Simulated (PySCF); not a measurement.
## A parent and its derivatives

Method used: PySCF, TDDFT PBE0/def2-SVPD, vertical, gas phase, core orbitals frozen in the response. Geometries: PBE0-D3(BJ)/def2-SVP; one conformer of each isolated species. Triplets are in the Tamm–Dancoff approximation. 'Strongest' means the level of largest summed f among the lowest 10 singlets; it needn't be the same kind of state in each.

Parent: `O=CC1=CC=NN1C1CC1`, with lowest singlet excitation energy 3.86 eV, S1–T1 gap 0.53 eV, mean static polarisability 98.7 au, energy of the strongest computed level 5.36 eV. Its spectrum: 321 nm (f 0.001); 276 nm (f 0.100); 231 nm (f 0.280); 223 nm (f 0.002); 202 nm (f 0.001).

Shifts from the parent:

```json
{"change": "CHO replaced by ethynyl", "SMILES": "C#Cc1ccnn1C1CC1", "Δ S1 (eV)": "+1.50", "Δ S1−T1 (eV)": "+1.11", "Δ α (au)": "+8.2", "Δ strongest (eV)": "+0.01"}
{"change": "CHO replaced by CH3", "SMILES": "Cc1ccnn1C1CC1", "Δ S1 (eV)": "+2.39", "Δ S1−T1 (eV)": "+1.16", "Δ α (au)": "-5.5", "Δ strongest (eV)": "+0.89"}
```

**Question.** Predict the same shifts for this change: CHO replaced by OCH3 (`COc1ccnn1C1CC1`).

**Answer.** Δ lowest singlet excitation energy +2.13 eV, Δ S1–T1 gap +0.94 eV, Δ mean static polarisability -0.2 au, Δ energy of the strongest computed level +1.18 eV. Spectrum: 207 nm (f 0.008); 195 nm (f 0.109); 193 nm (f 0.008); 190 nm (f 0.030); 190 nm (f 0.188). All changes raise S1, and it rises most with CHO replaced by CH3 (+2.39 eV). S1 is simply the lowest singlet of each species and needn't be the same kind of state throughout.

Lowest levels of each derivative:
- `C#Cc1ccnn1C1CC1`: 5.37 eV (f 0.234); 5.52 eV (f 0.162); 5.61 eV (f 0.002)
- `COc1ccnn1C1CC1`: 6.00 eV (f 0.008); 6.35 eV (f 0.109); 6.43 eV (f 0.008)
- `Cc1ccnn1C1CC1`: 6.25 eV (f 0.158); 6.38 eV (f 0.005); 6.42 eV (f 0.002)
